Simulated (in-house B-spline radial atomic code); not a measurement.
Orbital energies and mean radii along the 63-electron series, configuration [Xe] 4f9. The effective charge is n√(-2ε), a non-relativistic measure. Computed with an all-electron radial atomic-structure program (B-spline basis): non-relativistic Hartree-Fock, average of the configuration, point nuclei.

This level leaves out relativity, spin-orbit splitting included, which matters for heavy ions.

```json
{"ion": "Tb2+", "Z": "65", "energy of 3p (Eh)": "-60.22", "mean radius of 3p (bohr)": "0.24493", "energy of 3d (Eh)": "-48.218", "mean radius of 3d (bohr)": "0.21734", "effective charge of 3p": "32.924"}
{"ion": "Dy3+", "Z": "66", "energy of 3p (Eh)": "-63.38", "mean radius of 3p (bohr)": "0.2404", "energy of 3d (Eh)": "-51.105", "mean radius of 3d (bohr)": "0.21304", "effective charge of 3p": "33.776"}
{"ion": "Ho4+", "Z": "67", "energy of 3p (Eh)": "-66.696", "mean radius of 3p (bohr)": "0.23604", "energy of 3d (Eh)": "-54.146", "mean radius of 3d (bohr)": "0.20891", "effective charge of 3p": "34.649"}
```
